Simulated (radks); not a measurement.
Removal energies from neutral germanium, [Ar] 3d10 4s2 4p(1/2: 2, 3/2: 0), by Delta-SCF beside the eigenvalue of the level emptied. Method: Dirac Kohn-Sham, BLYP, spin-unpolarised, spherical densities, finite nucleus; Fermi nuclear charge, rms radius of each element as measured or else 0.836 A^(1/3) + 0.57 fm; computed with a radial shooting solver on a logarithmic mesh with Libxc functionals. Sub-shells are occupied by j as written (lower j first in brackets).

| removed from | final configuration | Delta-SCF (eV) | -eigenvalue (eV) |
|---|---|---|---|
| 4p1/2 | [Ar] 3d10 4s2 4p(1/2: 1, 3/2: 0) | 7.453 | 3.843 |
| 4s1/2 | [Ar] 3d10 4s1 4p(1/2: 2, 3/2: 0) | 16.014 | 11.563 |
| 3d5/2 | [Ar] 3d(3/2: 4, 5/2: 5) 4s2 4p(1/2: 2, 3/2: 0) | 38.141 | 28.785 |
| 3d3/2 | [Ar] 3d(3/2: 3, 5/2: 6) 4s2 4p(1/2: 2, 3/2: 0) | 38.767 | 29.370 |
